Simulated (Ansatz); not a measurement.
Reactions of `O[SiH](O)O[SiH](F)F`.

Isolated molecules relaxed with PBE0-D4/def2-TZVP in Ansatz; ΔE leaves out vibrations. CCSD(T)/CBS adds triple-zeta CCSD(T) − MP2 to the extrapolated MP2 energy (def2 sets, frozen cores). This one scheme is used for every species. Functionals use def2-TZVPP. For Br, Ge outer-core shells are correlated without core-valence functions, which leaves a few kJ/mol of doubt a bond. Scalar relativity is left out up to krypton. Each species was taken in one conformer, which may not be the lowest.

```json
{"reaction": "`O[SiH](O)O[SiH](F)F` + `[SiH3]C#[C][GeH3]` → `F[SiH](F)C#C[SiH3]` + `O[SiH](O)[O][GeH3]`", "CCSD(T)/CBS(def2) (kJ/mol)": "?"}
{"reaction": "`O[SiH](O)O[SiH](F)F` + `N[SiH2]F` → `O[SiH](O)N[SiH2]F` + `O[SiH](F)F`", "CCSD(T)/CBS(def2) (kJ/mol)": "59"}
{"reaction": "`O[SiH](O)O[SiH](F)F` + `O[SiH2]F` → `O[SiH](O)O[SiH2]F` + `O[SiH](F)F`", "CCSD(T)/CBS(def2) (kJ/mol)": "2"}
{"reaction": "`O[SiH](O)O[SiH](F)F` + `[NH2][GeH3]` → `O[SiH](O)[NH][GeH3]` + `O[SiH](F)F`", "CCSD(T)/CBS(def2) (kJ/mol)": "52"}
{"reaction": "`O[SiH](O)O[SiH](F)F` + `O[SiH](F)S` → `O[SiH](O)S[SiH](O)F` + `O[SiH](F)F`", "CCSD(T)/CBS(def2) (kJ/mol)": "57"}
{"reaction": "`O[SiH](O)O[SiH](F)F` + `C=C[SiH2]S` → `C=C[SiH2]S[SiH](F)F` + `O[SiH](O)O`", "CCSD(T)/CBS(def2) (kJ/mol)": "69"}
{"reaction": "`O[SiH](O)O[SiH](F)F` + H₂O → `O[SiH](O)O[SiH](O)F` + H–F", "CCSD(T)/CBS(def2) (kJ/mol)": "?"}
{"reaction": "`O[SiH](O)O[SiH](F)F` + H₂ → `O[SiH](O)O[SiH2]F` + H–F", "CCSD(T)/CBS(def2) (kJ/mol)": "?"}
{"reaction": "`O[SiH](O)O[SiH](F)F` + HBr → `O[SiH](O)Br` + `O[SiH](F)F`", "CCSD(T)/CBS(def2) (kJ/mol)": "30"}
{"reaction": "`O[SiH](O)O[SiH](F)F` + `CO[SiH](C)N` → `O[SiH2]O[SiH](F)F` + `CO[Si](C)(N)O`", "CCSD(T)/CBS(def2) (kJ/mol)": "4"}
```

Q: Fill in the missing values. (Best estimate.)

A: Ansatz gave: `O[SiH](O)O[SiH](F)F` + `[SiH3]C#[C][GeH3]` → `F[SiH](F)C#C[SiH3]` + `O[SiH](O)[O][GeH3]`: +84.0 kJ/mol; `O[SiH](O)O[SiH](F)F` + H₂O → `O[SiH](O)O[SiH](O)F` + H–F: +40.1 kJ/mol; `O[SiH](O)O[SiH](F)F` + H₂ → `O[SiH](O)O[SiH2]F` + H–F: +144.1 kJ/mol.

Largest T1 diagnostic: 0.013, for `F[SiH](F)C#C[SiH3]`.
